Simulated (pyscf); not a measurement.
**H₃Si–PH₂, singlet**

Gas-phase minimum from PySCF at ωB97X-D3(BJ)/def2-SVP, one conformer. 

```xyz
7

Si     0.3246    -0.8466     0.4761
P      0.6911     1.3771     0.4001
H      0.5338    -1.4300     1.8329
H     -1.0807    -1.1024     0.0484
H      1.2548    -1.5053    -0.4850
H      1.9268     1.3014     1.1052
H     -0.0786     1.6482     1.5679
```

Bonded distances (Å): Si1–P2 2.255, Si1–H3 1.492, Si1–H4 1.491, Si1–H5 1.491, P2–H6 1.425, P2–H7 1.425. Bond angles (°): P2–Si1–H3 113.2, P2–Si1–H4 108.2, P2–Si1–H5 108.2, H3–Si1–H4 109.0, H3–Si1–H5 109.0, H4–Si1–H5 109.1, Si1–P2–H6 94.1, Si1–P2–H7 94.1, H6–P2–H7 94.2.

Properties at ωB97X-D3(BJ)/def2-SVP:

```
Quantity                                                                                                                                                                                             Result
---------------------------------------------------------------------------------------------------------------------  ------------------------------------------------------------------------------------
Harmonic wavenumbers, unscaled                                                                                         176, 476, 478, 496, 746, 800, 921, 953, 965, 1111, 2250, 2259, 2263, 2446, 2457 cm⁻¹
Zero-point energy                                                                                                                                                                             26.9 kcal/mol
Rotational symmetry number                                                                                                                                                                                1
Entropy of this conformer at 298 K and 1 atm, rigid rotor and harmonic oscillator, modes under 100 cm⁻¹ raised to 100                                                                       278.6 J/(mol K)
Dipole moment                                                                                                                                                                                        0.88 D
```

Single-point totals, which compare only within one level (frozen core for MP2 and CC):

| level | total energy (hartree) |
|---|---|
| ωB97X-D3(BJ)/def2-TZVP | -633.91593 |
| PBE/def2-TZVP | -633.53945 |
| r²SCAN/def2-TZVP | -633.80316 |
| B3LYP-D3(BJ)/def2-TZVP | -633.91760 |
| PBE0-D3(BJ)/def2-TZVP | -633.60800 |
| M06-2X/def2-TZVP | -633.80610 |
| ωB97M-D3(BJ)/def2-TZVP | -633.94348 |
| HF/def2-TZVPP | -632.59816 |
| MP2/def2-TZVPP | -632.89109 |
| CCSD/def2-TZVPP | -632.93767 |
| CCSD(T)/def2-TZVPP | -632.95012 |

Soft torsions are taken as harmonic, which can shift the entropy by several J/(mol K). The CCSD(T) − MP2 part came from Ansatz, without density fitting, on the same reference.
